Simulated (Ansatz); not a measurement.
One change: `FCC(F)I` becomes `FC(Br)I`.

Ansatz, PBE0-D4/def2-TZVP geometries, multiplicity 1. Each molecule was computed in one conformer, which needn't be the lowest.

Elements past krypton have def2 core potentials. Scalar relativity is left out up to krypton.

```
                                      property  `FCC(F)I`
       HOMO–LUMO gap (ωB97M-V/def2-TZVPP) / eV      10.70
zero-point energy (PBE0-D4/def2-TZVP) / kJ/mol      133.7
             HOMO energy (PBE/def2-TZVPP) / eV      -6.67
            LUMO energy (PBE0/def2-TZVPP) / eV      -1.35
           HOMO energy (B3LYP/def2-TZVPP) / eV      -7.63
          HOMO–LUMO gap (PBE0/def2-TZVPP) / eV       6.51
```

(1) What does the change do to each property? (An estimate is asked.)

Results:

(1) Computed: 
| property | `FC(Br)I` | shift |
| --- | --- | --- |
| HOMO–LUMO gap (ωB97M-V/def2-TZVPP) / eV | 10.09 | -0.61 |
| zero-point energy (PBE0-D4/def2-TZVP) / kJ/mol | 52.5 | -81.2 |
| HOMO energy (PBE/def2-TZVPP) / eV | -6.60 | 0.07 |
| LUMO energy (PBE0/def2-TZVPP) / eV | -1.86 | -0.51 |
| HOMO energy (B3LYP/def2-TZVPP) / eV | -7.54 | 0.09 |
| HOMO–LUMO gap (PBE0/def2-TZVPP) / eV | 5.93 | -0.58 |

With PBE0 the HOMO rises by 0.08 eV and the LUMO falls by 0.51 eV, so the gap narrows by about 0.59 eV. PBE moves the HOMO by 0.07 eV and ωB97M-V by 0.11 eV. The zero-point energy changes by -81.2 kJ/mol with -9 modes.

B3LYP here is the variant with VWN-RPA as its local correlation; programs differ in this.

Spin–orbit coupling is left out; it splits and shifts lone-pair levels of the heavy atoms by tenths of an eV.
